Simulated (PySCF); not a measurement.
Species: C₃H₈AlBr.
SMILES: `C[CH](C)[AlH][Br]`

The calculation used TDDFT B3LYP/def2-SVPD, vertical, gas phase, core orbitals frozen in the response (PySCF 2.14.0, density-fitted response routines). The structure is a single PBE0-D3(BJ)/def2-SVP conformer in the gas phase; no vibrational or solvent corrections. Relativistic effects, spin–orbit coupling among them, are left out although an element past zinc is present. Torsions of this conformer, `[CH3:1][CH:2]([CH3:3])[AlH:4][Br:5]`: C1–C2–Al4–Br5 65°.

**Question.** List the vertical singlet excitations with oscillator strengths and describe the spectrum.

**Answer.** 

```csv
state,E (eV),ν̃ (cm⁻¹),f,|μ| (D),"main configurations (H = HOMO, L = LUMO)"
S1,4.63,37320,0.0008,0.21,H→L (100%)
S2,5.60,45200,0.0020,0.31,H-1→L (99%)
S3,6.02,48530,0.033,1.21,"H-2→L (87%), H→L+1 (10%)"
S4,6.13,49420,0.080,1.85,"H→L+1 (88%), H-2→L (9%)"
S5,6.40,51640,0.0046,0.43,H-3→L (98%)
S6,6.62,53400,0.017,0.82,H→L+2 (91%)
```

The lowest singlet lies at 4.63 eV (268 nm, ultraviolet) and is very weak; its leading configuration is HOMO→LUMO (100%). The strongest level in the table is S4 at 6.13 eV (202 nm, f = 0.080). Löwdin shares by element: HOMO carbon 32% or more, aluminium 17%, bromine 15%, hydrogen 8% or more (atoms not listed hold the other 28%); LUMO aluminium 53%, bromine 16%, hydrogen 11% or more, carbon 7% or more. Of the 6 states listed, 3 reach f = 0.01 and none stays under 0.0005. The listed states span 1.99 eV, and the widest gap between neighbours is 0.98 eV (S1 to S2). The oscillator strengths of these states sum to 0.137; summed over the whole spectrum of an exact calculation they would give the number of electrons, 74 (Thomas–Reiche–Kuhn). No computed singlet lies in the visible range (380 to 750 nm); the lowest, at 268 nm, stands 1.36 eV above its violet end (3.26 eV). Only the lowest 6 singlets were computed, as vertical energies without vibronic structure.

Time: 29 s wall. Hardware: one thread of an Arm Neoverse V2, shared host.
